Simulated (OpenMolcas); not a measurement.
# N, P, As, Sb, Bi: ns² np³ down the group

```yaml
Program: OpenMolcas 26.06
Method: RASSCF
Basis: ANO-RCC-VQZP
Scalar_Hamiltonian: DKH2, point nucleus
Spin-orbit_coupling: RASSI with atomic mean-field integrals over the reference wave functions, term energies averaged over their components
```

Active space for each ion: 5 electrons in 9 orbitals (RAS2 s p; RAS3 d, at most 2 electrons).

Computed levels in cm-1 above ⁴S°_3/2:

| Level | N | P | As | Sb | Bi |
| --- | --- | --- | --- | --- | --- |
| ²D°_3/2 | 22544 | 14576 | 13895 | 11813 | 11904 |
| ²D°_5/2 | 22544 | 14584 | 14113 | 12877 | 16278 |
| ²P°_3/2 | 33457 | 22685 | 22272 | 21267 | 31821 |
| ²P°_1/2 | 33459 | 22681 | 22013 | 19872 | 23341 |
| weight of ⁴S° in the lowest level (%) | 100 | 100 | 100 | 98 | 76 |

Mixed levels, with the weight of the term that names them: Bi ²D°_3/2 (68 %), Bi ²P°_3/2 (68 %).

Measured, with the error of the calculation in %. Measured levels: N, P, As, Sb, Bi from NIST Handbook of Basic Atomic Spectroscopic Data.

```csv
Level,N,P,As,Sb,Bi
²D°_3/2,19233 (+17.2),11361 (+28.3),10593 (+31.2),8512 (+38.8),11419 (+4.2)
²D°_5/2,19224 (+17.3),11377 (+28.2),10915 (+29.3),9854 (+30.7),15438 (+5.4)
²P°_3/2,28839 (+16.0),18748 (+21.0),18648 (+19.4),18464 (+15.2),33165 (-4.1)
²P°_1/2,28839 (+16.0),18723 (+21.1),18186 (+21.0),16395 (+21.2),21661 (+7.8)
```

Without spin-orbit coupling ²D° lies 22544, 14582, 14047, 12489, 12105 cm-1 above ⁴S° in that order; the difference to the level ²D°_3/2, of either sign, comes from spin-orbit coupling, which also lowers the zero.

Without dynamic correlation excited terms often stand tens of per cent too high (terms of higher spin than the ground term too low), and those without a measured partner can miss by more than the paired ones (holds for N; P; As). Active for correlation alone: 3d; no level in the range computed is led by a configuration that fills it, so any true level of that kind is missing (holds for N). The run also gave levels led by 3s² 3p² 3d, which use shells meant for correlation; these and all levels above them are left out (holds for P). Some high roots are left out of the spin-orbit mixing, which shifts the levels that they would mix with (holds for As; Sb; Bi). Active for correlation alone: 4d; no level in the range computed is led by a configuration that fills it, so any true level of that kind is missing (holds for As). Active for correlation alone: 5d; no level in the range computed is led by a configuration that fills it, so any true level of that kind is missing (holds for Sb). Active for correlation alone: 6d; no level in the range computed is led by a configuration that fills it, so any true level of that kind is missing (holds for Bi). Computed and measured levels are paired by configuration, term and J; levels that our copy of the source lacks, or whose pairing is in doubt (as where it misses far off the trend of its configuration), stay unpaired and out of the deviations. Only configurations of the active space appear.

° marks odd parity.
